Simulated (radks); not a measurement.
The numbers below are computed, except where a source is named.
Question: These are the eigenvalues of the occupied orbitals of an atom or ion with whole-number occupations (hartree). Code: a radial shooting solver on a logarithmic mesh with Libxc functionals. Model: scalar-relativistic Kohn-Sham, LB94 model potential, spin-polarised, spherical densities, finite nucleus; Fermi nuclear charge, rms radius of each element as measured or else 0.836 A^(1/3) + 0.57 fm.

| orbital | eigenvalue |
|---|---|
| 1s down | -511.8505 |
| 1s up | -511.7920 |
| 2s up | -104.6230 |
| 2s down | -104.2781 |
| 2p up | -98.31995 |
| 2p down | -97.97285 |

Which element is it, and in what charge state? The configuration may be excited. Open shells, if any, are filled with parallel spins first.

Answer: Z = 34, selenium, charge +25: Se25+ in [He] 2s2 2p5. The list shows which subshells hold electrons but not how many an open one holds; the 1s level, -511.85 hartree, gives Z - s = 32.0 by -(Z - s)^2/2, which with screening and relativity narrows Z to a few neighbours, and the depths of the outer levels then fix element, charge and occupations together.
